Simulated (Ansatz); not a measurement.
Ansatz (a quantum-chemistry and plane-wave program) input (B3LYP/def2-TZVPD):

Ansatz 0.2 input:
```yaml
crystal:
  periodic: [false, false, false]
  atoms:
    - {symbol: F, position_ang: [1.35550996, -0.95791249, 0.16000033]}
    - {symbol: B, position_ang: [0.52356695, 0.07065927, 0.06193276]}
    - {symbol: F, position_ang: [1.06543760, 1.28146934, 0.05729552]}
    - {symbol: Si, position_ang: [-1.43395350, -0.19419699, -0.18432358]}
    - {symbol: H, position_ang: [-2.00713371, -1.49592893, 0.21367639]}
    - {symbol: H, position_ang: [-2.32388014, 0.94937877, 0.10152721]}
basis:
  gaussian:
    orbitals: def2-TZVPD
hamiltonian:
  xc: {name: B3LYP}
magnetization: {spin_polarized: true, initial_magnetization: 1}
output: {forces: true}
```

End of the output:

```
mean field evaluation 2: about -14019.9595 eV, gradient 4.6e1 eV
mean field evaluation 4: about -14025.5366 eV, gradient 9.8e-1 eV
mean field evaluation 8: about -14025.5576 eV, gradient 2.3e-2 eV
mean field evaluation 16: about -14025.5576 eV, gradient 2.4e-5 eV
mean field -14025.55758265 eV, -515.4297342979 hartree, gradient 2.4e-5 eV, S^2 0.753955; 0 other end points of the search recorded, 0 dependent functions left out
the calculation of the forces begins
reference -14025.55785090 eV, -515.4297441562 hartree; 20, 19 occupied and 158, 159 virtual orbitals, 950 factors
Total energy: -14025.55785090 eV, -515.4297441562 hartree
Atom 0 at     1.355510    -0.957912     0.160000 Å, force     0.029182    -0.021932     0.002291 eV/Å
Atom 1 at     0.523567     0.070659     0.061933 Å, force    -0.024776    -0.003233    -0.000521 eV/Å
Atom 2 at     1.065438     1.281469     0.057296 Å, force     0.022618     0.028745    -0.000033 eV/Å
Atom 3 at    -1.433954    -0.194197    -0.184324 Å, force    -0.018955    -0.002450     0.000126 eV/Å
Atom 4 at    -2.007134    -1.495929     0.213676 Å, force    -0.003853    -0.001968    -0.000867 eV/Å
Atom 5 at    -2.323880     0.949379     0.101527 Å, force    -0.004216     0.000838    -0.000996 eV/Å
Dipole moment:    -0.297972    -0.039656    -0.023096 e Å
```

It need not be the lowest isomer of its formula.
